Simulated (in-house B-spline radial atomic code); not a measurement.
B⁺ is squeezed into an impenetrable sphere of radius R (the orbitals vanish at R). Caution: exact exchange at fractional occupations of open shells leaves self-interaction of up to several eV. Level of theory: non-relativistic PBE0, spin-polarised, spherical fractional occupations, point nucleus; calculated with an all-electron radial atomic-structure program (B-spline basis).

Energies in eV above the free ion in [He] 2s2:

```csv
R (bohr),highest level (eV),[He] 2s2,[He] 2s1 2p1,-dE/dV in [He] 2s2 (GPa)
7.6,-20.8,0.0007022,5.137,0.00229
6.85,-20.8,0.003544,5.144,0.0138
5.25,-20.6,0.09772,5.289,0.611
3.92,-19.5,1.278,6.632,13.4
3.81,-19.2,1.569,6.938,17.3
2.83,-13.5,9.555,14.64,190
2.54,-9.11,16.4,20.88,411
2.4,-6.04,21.37,25.31,608
1.85,18.6,63.73,61.42,3360
1.41,77.6,170.6,147.7,17800
```

(1) Does [He] 2s1 2p1 fall below [He] 2s2 under compression?

The highest level is first positive in the row R = 1.85 bohr, pushed up by confinement above the zero of the free ion's potential. Each configuration is held fixed and needn't be the lowest in the sphere.

## Answers

(1) Yes, between R = 2.4 and 1.85 bohr the order changes (near 2.05 bohr by linear interpolation).
